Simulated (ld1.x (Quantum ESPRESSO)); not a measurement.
phosphorus: one change to a TM potential, before and after

ld1.x (Quantum ESPRESSO) 7.5 input, shortened:

```
&input
   title='P', zed=15., rel=1, dft='PZ', iswitch=3,
   config='[Ne] 3s2 3p3'
 /
 &inputp
   pseudotype=2, tm=.true., lloc=-1, rcloc=1.00,
   nlcc=.true., rcore=1.05
 /
2
3S  1  0   2.00   0.00  1.15  1.15  0.0
3P  2  1   3.00   0.00  1.65  1.65  0.0
 &test
   configts(1)='3s2 3p3'
 /
```

Change: core correction a·sin(br)/r model core inside 0.50 bohr.

Cutoffs: the cutoffs (Ry, on a coarse ladder) from which the occupation-weighted sum of valence levels, in a spherical-Bessel basis at the reference potential, stays within 10 and 1 mRy of its value at 400 Ry; they do not see the model core or the augmentation charge, which bear on the density cutoff. Errors are all-electron minus pseudo energies relative to the spin-unpolarised reference configuration.

Task: What does the change do?

Result: The potential gets neither clearly harder nor softer (55 Ry and 160 Ry → 55 Ry and 160 Ry); of the 9 tests that both files solve, the error grows in 2 and shrinks in 2 by more than 15 % and 0.3 meV (median size 27.5 → 20.6 meV); neither file shows a bound ghost. A model core, the more so a compact one, raises the density cutoff, which this test does not measure.

| quantity | base | changed |
| --- | --- | --- |
| cutoff, loose | 55 Ry | 55 Ry |
| cutoff, tight | 160 Ry | 160 Ry |
| bound ghosts | none | none |
| error for 3s2 3p2, meV [ΔE 9.82 eV] | +9.4 | +8.7 |
| error for 3s2 3p1, meV [ΔE 29.07 eV] | +74 | +68 |
| error for 3s2 3p0, meV [ΔE 58.96 eV] | +301 | +268 |
| error for 3s2 3p2.5, meV [ΔE 3.82 eV] | +1.5 | +1.4 |
| error for 3s1 3p0, meV [ΔE 111.15 eV] | +768 | +695 |
| error for 3s0 3p5, meV [ΔE 17.14 eV] | -8.9 | -15 |
| error for 3s1 3p4, meV [ΔE 8.50 eV] | -0.5 | -1.4 |
| error for 3s2 3p3 (spin-polarised), meV [ΔE -1.51 eV] | +27 | +21 |
| error for 3s2 3p2 (spin-polarised), meV [ΔE 8.98 eV] | +28 | +22 |
| s: phases at 1.80 bohr within 0.05 rad from the reference energy up to (Ry; the scan ends near 5) | -0.4 | -0.4 |
| p: phases at 1.80 bohr within 0.05 rad from the reference energy up to (Ry; the scan ends near 5) | 3.6 | 3.6 |
